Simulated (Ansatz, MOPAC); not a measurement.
Enthalpy of formation at 298 K: 6 cases among radicals of silicon compounds with O, N or halogens, in kcal/mol, species as SMILES. Conventions: 6-311+G** with 5d, 6d on Na to Ar in Ansatz (a first-principles code); UHF or UKS for open shells; 6-31G* and kin with 6d, 5d where marked; valence correlation only; dispersion terms only where a functional's name holds one; spin-orbit terms left out; non-relativistic. CBS marks a two-point X^-3 extrapolation of the correlation energy; Hartree-Fock from the larger set. Ab initio and DFT rows: single points at B3LYP-D3(BJ) geometries (Ansatz), with unscaled harmonic terms from B3LYP/6-31G* (Ansatz) at its own minima, enthalpies of formation by atomisation with measured atoms. Semi-empirical rows: MOPAC heats of formation at their own minima for 298 K.

Coupled cluster (Ansatz) is a level with limits of its own, used here on species with T1 under 0.025 (0.045 for open shells) and stable references: (a) CCSD(T)/CBS(aug-cc-pV(T+d)Z,aug-cc-pV(Q+d)Z); (b) CCSD(T)/CBS(cc-pV(T+d)Z,cc-pV(Q+d)Z).

```json
[
 {"species": "[NH][Si](O)(O)O", "atoms": "9", "coupled cluster": "-203.9 (b)", "difference of B3LYP/6-311+G** (Ansatz)": "36.6", "difference of AM1 (MOPAC)": "11.5", "difference of PBE0/6-31G* (Ansatz)": "50.9", "difference of wB97M-V/def2-TZVPD (Ansatz)": "3.5", "difference of wB97X-V/def2-TZVPD (Ansatz)": "4.9"},
 {"species": "C[SiH2][NH]", "atoms": "9", "coupled cluster": "30.0 (a)", "difference of B3LYP/6-311+G** (Ansatz)": "8.7", "difference of AM1 (MOPAC)": "-9.5", "difference of PBE0/6-31G* (Ansatz)": "12.7", "difference of wB97M-V/def2-TZVPD (Ansatz)": "-2.4", "difference of wB97X-V/def2-TZVPD (Ansatz)": "-4.8"},
 {"species": "O[Si](C)O", "atoms": "9", "coupled cluster": "-126.4 (a)", "difference of B3LYP/6-311+G** (Ansatz)": "25.6", "difference of AM1 (MOPAC)": "-14.2", "difference of PBE0/6-31G* (Ansatz)": "30.9", "difference of wB97M-V/def2-TZVPD (Ansatz)": "4.0", "difference of wB97X-V/def2-TZVPD (Ansatz)": "4.1"},
 {"species": "[NH][SiH](N)N", "atoms": "10", "coupled cluster": "-2.9 (a)", "difference of B3LYP/6-311+G** (Ansatz)": "13.5", "difference of AM1 (MOPAC)": "-16.4", "difference of PBE0/6-31G* (Ansatz)": "33.5", "difference of wB97M-V/def2-TZVPD (Ansatz)": "-4.0", "difference of wB97X-V/def2-TZVPD (Ansatz)": "-5.6"},
 {"species": "[SiH2](C)O[SiH2]", "atoms": "11", "coupled cluster": "-62.5 (b)", "difference of B3LYP/6-311+G** (Ansatz)": "26.5", "difference of AM1 (MOPAC)": "-11.3", "difference of PBE0/6-31G* (Ansatz)": "27.9", "difference of wB97M-V/def2-TZVPD (Ansatz)": "3.3", "difference of wB97X-V/def2-TZVPD (Ansatz)": "-0.8"},
 {"species": "[NH][Si](N)(N)O", "atoms": "11", "coupled cluster": "-87.8 (b)", "difference of B3LYP/6-311+G** (Ansatz)": "22.3", "difference of AM1 (MOPAC)": "-10.8", "difference of PBE0/6-31G* (Ansatz)": "44.2", "difference of wB97M-V/def2-TZVPD (Ansatz)": "-3.2", "difference of wB97X-V/def2-TZVPD (Ansatz)": "-3.2"}
]
```

```tsv
level	cases	mean signed difference	mean absolute difference	median absolute difference	largest absolute difference
B3LYP/6-311+G** (Ansatz)	6	22.20	22.20	23.95	36.6
AM1 (MOPAC)	6	-8.45	12.28	11.40	16.4
PBE0/6-31G* (Ansatz)	6	33.35	33.35	32.20	50.9
wB97M-V/def2-TZVPD (Ansatz)	6	0.20	3.40	3.40	4.0
wB97X-V/def2-TZVPD (Ansatz)	6	-0.90	3.90	4.45	5.6
```

B3LYP/6-311+G** lies above in 6 of 6 cases and within 2 kcal/mol in 0; mean signed difference 22.20 kcal/mol, mean absolute 22.20 kcal/mol (23.63 over the 3 cases of up to 9 atoms, 20.77 over the larger). These figures hold for the species listed.

How the rows were picked: cases drawn at random among the computed members of the class with clean coupled-cluster diagnostics. The batch they came from held 60 cases of this property in the class: 0 with a tabulated value, 57 with clean coupled cluster alone, 3 with neither, which enter no statistics. The levels are drawn from those run on every case listed, the commonest habits more often. No case is left out for the size of its miss. Left out are saddle points of the reference geometry, anions that the best level run finds unbound, excited spin states, species near biochemistry, 298 K rows of species without real B3LYP wavenumbers, cases with under five habitual levels, runs that failed or that the program found above a lower state of the same kind, table entries that another table contradicts, and a share of species set aside by lot.
